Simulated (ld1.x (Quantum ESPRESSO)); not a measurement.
Ag (Z = 47), TM: configuration errors across variants

| Item | Value |
| --- | --- |
| Element | Ag (Z = 47) |
| Generator | ld1.x (Quantum ESPRESSO) 7.5 |
| Type | norm-conserving Troullier–Martins (Kleinman–Bylander form) |
| Functional | LDA (PZ) |
| Relativity | fully relativistic |
| Frozen core | [Kr] |
| Valence charge | 11 |
| Reference configuration | 4d10 5s1 5p0 |
| Partial waves | 5p (bound, empty): rc 3.30 bohr; 4d (bound): rc 1.75 bohr; 4f channel at 0.15 Ry: rc 2.55 bohr; 5s (bound): rc 1.85 bohr |
| Local potential | the s channel |
| Core correction | none |

Open shells are filled in proportion to 2j + 1 (rel_dist='average').

All-electron excitation energies from the reference (eV): (1) 4d10 5s0 5p0 8.104; (2) 4d9 5s0 5p0 30.489; (3) 4d8 5s0 5p0 66.920; (4) 4d10 5s0 5p1 4.017; (5) 4d9 5s1 5p1 8.567; (6) 4d7 5s0 5p0 118.842; (7) 4d9 5s1 5p0 13.381.

Tests that are not counted but printed errors over 1 eV. “local potential the d channel”: 4d9 5s1 5p1 (solver errors, printed error -2.4 eV).

3 further variants failed, have other tests or another functional or relativity, and are left out.

A true bound ghost makes a file unfit for plane-wave use even where its test errors are small: the radial tests pick states by their node count and pass the ghost by. Where a test does run into it, the solver fails or the error is huge.

The file “local potential the d channel” misses its own reference levels by 0.3 eV.

Errors AE − PS in meV (a dash: test not solved or not reliable):

| change | (1) | (2) | (3) | (4) | (5) | (6) | (7) | bound ghosts |
| --- | --- | --- | --- | --- | --- | --- | --- | --- |
| base | -0.2 | -77 | -480 | +2.3 | -104 | -1315 | -77 | none |
| wave 4f channel at 0.15 Ry: rc 2.55 bohr becomes 4f channel at 0.15 Ry: rc 3.74 bohr | -0.2 | -77 | -480 | +2.3 | -104 | -1315 | -77 | none |
| wave 4d (bound): rc 1.75 bohr becomes 4d (bound): rc 2.56 bohr | +5.2 | -65 | -251 | +3.3 | -43 | -433 | -30 | none |
| wave 5s (bound): rc 1.85 bohr becomes 5s (bound): rc 1.32 bohr | +17 | -56 | -393 | +13 | -283 | -1119 | -310 | p3/2, p1/2, s (extra level of the local part) |
| all radii scaled by about 1.04 (s 1.94, p 3.44, d 1.82, f 2.66 bohr) | -1.5 | -80 | -486 | +1.8 | -108 | -1313 | -87 | none |
| local potential the d channel | -0.3 | +4.9 | -97 | +2.2 | – | -392 | -21 | s, p3/2, p1/2 |
| core correction a·sin(br)/r model core inside 0.86 bohr | -7.7 | -123 | -662 | -0.4 | -122 | -1804 | -95 | none |
| wave 4f channel at 0.15 Ry: rc 2.55 bohr becomes 4f channel at 3.34 Ry: rc 2.55 bohr | -0.2 | -77 | -480 | +2.3 | -104 | -1315 | -77 | none |

Q: Give the same row for: wave 5p (bound): rc 3.30 bohr becomes 5p (bound): rc 2.28 bohr.

A: -0.2, -77, -480, +1.5, -103, -1315, -77; bound ghosts: none.
